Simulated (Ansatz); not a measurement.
AlBH$_{6}$N$_{2}$, SMILES `[BH2][Al]([NH2])[NH2]`, relaxed with RKS PBE0-D4/def2-TZVP in the Gaussian-basis code of Ansatz from a PBE-D4/def2-SVP geometry. The force threshold is 0.005 eV/Å; the program also tests the step.

The species carries charge 0 and has multiplicity 1.

Start:

```xyz
10

B    -0.529   -0.816    1.776
Al    0.023    0.041   -0.090
N     1.561    0.955   -0.264
N    -1.027   -0.126   -1.538
H     0.285   -1.082    2.647
H    -1.682   -1.088    2.071
H     1.867    1.506   -1.069
H     2.268    1.005    0.472
H    -1.965   -0.531   -1.506
H    -0.801    0.136   -2.500
```

Q: How much energy does the relaxation release, and in how many steps? (Estimate.)

A: Ansatz gave: 4.38 kJ/mol, in 19 steps, 2 of them rejected.

Q: Which bonds change most? (Best estimate.)

A: Computed: B1–H5 from 1.222 to 1.200 Å; B1–H6 from 1.221 to 1.200 Å; Al2–N3 from 1.797 to 1.776 Å; Al2–N4 from 1.796 to 1.776 Å.

Q: Give the relaxed structure. (An estimate is asked.)

A: The calculation gave: 
```xyz
10

B    -0.527   -0.816    1.770
Al    0.029    0.044   -0.096
N     1.527    0.984   -0.255
N    -0.994   -0.160   -1.533
H     0.263   -1.334    2.511
H    -1.658   -0.823    2.174
H     1.818    1.516   -1.059
H     2.217    1.059    0.474
H    -1.909   -0.581   -1.511
H    -0.765    0.112   -2.475
```
